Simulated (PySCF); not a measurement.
A PySCF script (with the pyscf-properties extension) for the NMR shieldings of `C=C[C@@H]1COB(SC)O1`, C$_{5}$H$_{9}$BO$_{2}$S, on a GFN2-xTB geometry:

```python
import basis_set_exchange as bse
import numpy as np
from pyscf import gto, dft
from pyscf.prop import nmr

atoms = """
C    -2.879527    0.639744    0.926902
C    -1.840449   -0.066405    0.525382
C    -0.824355    0.420124   -0.463429
C    -0.785683   -0.462252   -1.744988
O     0.512332   -1.017638   -1.780035
B     1.212826   -0.551994   -0.705378
S     2.902367   -1.016442   -0.334405
C     3.196656    0.010746    1.152789
O     0.485954    0.302250    0.077278
H    -3.591818    0.249606    1.633116
H    -3.061264    1.637629    0.563451
H    -1.655803   -1.063101    0.902954
H    -0.994725    1.475972   -0.703254
H    -1.517732   -1.274498   -1.699643
H    -0.947035    0.122483   -2.654469
H     4.053277   -0.414157    1.663868
H     3.409388    1.028809    0.843113
H     2.316831   -0.014559    1.785090
"""
names = dict.fromkeys(["C", "O", "B", "S", "H"], "pcSseg-1")
basis = {el: gto.basis.parse(bse.get_basis(n, elements=[el], fmt="nwchem")) for el, n in names.items()}
mol = gto.M(atom=atoms, basis=basis, charge=0, verbose=0)
mf = dft.RKS(mol, xc="PBE0")
mf.grids.level = 2
mf.grids.alignment = dft.numint.BLKSIZE   # the property module wants whole blocks of grid points
mf.conv_tol = 1e-9
mf.kernel()

calc = nmr.RKS(mf)   # GIAO
C = mf.mo_coeff
Co = C[:, mf.mo_occ > 0]
resp = mf.gen_response(singlet=True, hermi=2)
def vind(x):   # induced exchange potential for any number of trial vectors
    d = np.einsum("pi,xij,qj->xpq", C, 2 * x.reshape(-1, C.shape[1], Co.shape[1]), Co, optimize=True)
    return np.einsum("xpq,pi,qj->xij", resp(d - d.transpose(0, 2, 1)), C, Co, optimize=True).ravel()
mo1, _ = nmr.rhf.solve_mo1(calc, with_cphf=vind)
sigma = calc.kernel(mo1)
for i, s in enumerate(sigma):   # ppm
    w = np.linalg.eigvalsh((s + s.T) / 2)
    print("%2d %-2s iso %8.1f  s11 %8.1f  s22 %8.1f  s33 %8.1f" % (i, mol.atom_pure_symbol(i), w.mean(), *w))
```

Question: Give the expected output.

Answer: 
```
 0 C  iso     63.5  s11    -48.3  s22     75.7  s33    163.2
 1 C  iso     37.7  s11    -81.4  s22     50.5  s33    144.0
 2 C  iso    102.5  s11     75.6  s22     91.6  s33    140.2
 3 C  iso    109.6  s11     71.7  s22    101.1  s33    155.9
 4 O  iso    213.8  s11     96.1  s22    245.7  s33    299.5
 5 B  iso     66.4  s11     42.3  s22     73.0  s33     83.8
 6 S  iso    645.3  s11    560.2  s22    621.0  s33    754.8
 7 C  iso    172.2  s11    160.2  s22    167.5  s33    188.8
 8 O  iso    184.8  s11     90.4  s22    211.7  s33    252.2
 9 H  iso     26.3  s11     23.4  s22     25.3  s33     30.2
10 H  iso     26.3  s11     22.6  s22     25.7  s33     30.5
11 H  iso     25.6  s11     22.5  s22     24.7  s33     29.5
12 H  iso     26.8  s11     24.2  s22     25.1  s33     31.2
13 H  iso     27.5  s11     23.7  s22     26.9  s33     32.0
14 H  iso     27.0  s11     22.9  s22     26.0  s33     32.0
15 H  iso     30.0  s11     24.3  s22     27.2  s33     38.4
16 H  iso     29.5  s11     24.2  s22     27.0  s33     37.2
17 H  iso     29.3  s11     23.2  s22     29.4  s33     35.3
```

These numbers come from an equivalent density-fitted implementation of the same equations, which agrees with the script to about 0.01 ppm for H and up to a few tenths of a ppm for heavy atoms, so last digits may differ.

Size and cost of the density-fitted run: 205 basis functions, 45 s wall time on 1 thread of an Arm Neoverse V1, shared host; peak memory 0.92 GiB.
